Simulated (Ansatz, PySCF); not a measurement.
C₃H₅ClSi, SMILES C#C[Si@@H](C)Cl. Atoms are numbered in the order given.

```xyz
10

C      2.3308    -1.5629     0.2061
C      1.3192    -0.9551    -0.0919
Si    -0.2206    -0.0707    -0.5448
C     -1.7132    -1.1272    -0.1676
Cl    -0.3265     1.6870     0.5719
H      3.2264    -2.0959     0.4700
H     -0.1536     0.3161    -1.9764
H     -2.6411    -0.5908    -0.4200
H     -1.7377    -1.3854     0.9022
H     -1.6751    -2.0612    -0.7514
```
Charge 0, spin multiplicity 1.

Geometry optimised at B3LYP-D3(BJ)/def2-SVP. The structure was generated by enumeration; whether it is a known compound was not checked.

Vertical ionisation energy (IE) and electron affinity (EA) in eV. Rows of orbital energies are one-electron estimates. Where ΔSCF, EOM or ADC give a negative EA the extra electron is unbound and the value depends on the basis.

| level | IE | EA |
|---|---|---|
| −ε(HOMO), −ε(LUMO), HF/def2-TZVP (PySCF) | 11.08 | -3.02 |
| −ε(HOMO), −ε(LUMO), PBE/def2-TZVP (PySCF) | 7.12 | 1.52 |
| ΔSCF, CAM-B3LYP/def2-TZVPD (Ansatz), final states of multiplicity 2 and 2 | 10.58 | -1.00 |
| ΔSCF, PBE/def2-TZVPD (Ansatz), final states of multiplicity 2 and 2 | 9.88 | -0.63 |

Task: What vertical singlet–triplet gap does ΔSCF give with CAM-B3LYP/def2-TZVPD (Ansatz, an electronic-structure program) and with PBE/def2-TZVPD (Ansatz)? (An estimate is asked for; the answer gives what the named calculation found.)

Result: 5.01 and 4.95 eV (triplet above singlet where positive).
